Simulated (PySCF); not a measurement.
## Worked example: refractive index and permittivity of the vapour

Si(H)(Cl)2(OMe) (CH₄Cl₂OSi), SMILES CO[SiH](Cl)Cl.

The structure is a stationary point at PBE0-D3(BJ)/def2-SVP. The values are those of a single conformer.

M06-2X/def2-TZVP (PySCF) gives a mean static polarisability of 61.0 bohr³ and a dipole moment of 2.11 D. Take an ideal gas at 298.15 K and 0.01 bar, whether or not the substance is that volatile.

Q: Work out n − 1 in the optical limit and the static ε − 1.

A: 
Polarisability volume α' = 61.0 × 0.148185 = 9.04 Å³. Number density N = p/kT = 2.43e-7 Å⁻³.
Dilute limit of Lorentz–Lorenz: n − 1 = 2π N α' = 1.4e-5.
Orientation term of Debye: μ²/(3kT) = 8.098 Å³ × μ²(D²) = 36.05 Å³.
ε − 1 = 4π N (α' + μ²/3kT) = 0.00014. Orientation of the dipole supplies 80 % of the static response; it can't follow optical fields. Vibrational polarisation and dispersion are left out.
